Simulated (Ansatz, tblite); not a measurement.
Cost and result up the ladder for diphenyliodonium, `c1ccc([I+]c2ccccc2)cc1` (23 atoms). The state is a singlet with charge 1. Geometry: PBE-D4/def2-SVP.

```
atom    x (Å)    y (Å)    z (Å)
  C1  -1.6101  -0.0006  -3.4259
  C2  -2.1263   0.8637  -2.4464
  C3  -2.1060   0.4966  -1.0902
  C4  -1.5475  -0.7477  -0.7730
  I5  -1.4538  -1.3184   1.2929
  C6   0.3715  -0.3166   1.8165
  C7   0.2759   0.8804   2.5368
  C8   1.4783   1.5366   2.8533
  C9   2.7102   0.9969   2.4511
 C10   2.7614  -0.2065   1.7284
 C11   1.5791  -0.8923   1.4034
 C12  -1.0260  -1.6400  -1.7185
 C13  -1.0631  -1.2425  -3.0661
 H14  -1.6372   0.2971  -4.4848
 H15  -2.5597   1.8344  -2.7311
 H16  -2.5159   1.1683  -0.3226
 H17  -0.6902   1.3009   2.8506
 H18   1.4402   2.4773   3.4231
 H19   3.6440   1.5200   2.7058
 H20   3.7284  -0.6304   1.4181
 H21   1.6171  -1.8406   0.8485
 H22  -0.6064  -2.6157  -1.4347
 H23  -0.6640  -1.9210  -3.8352
```

Ansatz on 4 threads of Intel Xeon 6975P-C on a shared host; xTB runs through tblite on one thread. Times are rough, summed over both states, and most runs start from the orbitals of an earlier one. PBE0-D4/def2-SVP serves as the yardstick here, not as an exact answer. The other state is a triplet.

In the def2 sets I takes a core potential; there is no spin–orbit coupling. The xTB rows come from tblite.

xTB has no spin-polarisation term.

| level | functions | wall time |
| --- | --- | --- |
| GFN2-xTB | 67 | 0.054 s |
| GFN1-xTB | 77 | 0.075 s |
| PBE-D4/def2-SVP | 244 | 13 s |
| PBE0-D4/def2-SVP | 244 | 29 s |

Task: Estimate what each level gives for the vertical triplet (eV).

Result: 
```csv
level,vertical triplet (eV),difference from PBE0-D4/def2-SVP (eV)
GFN2-xTB,3.77,-0.20
GFN1-xTB,3.80,-0.17
PBE-D4/def2-SVP,3.67,-0.30
PBE0-D4/def2-SVP,3.97,0.00
```
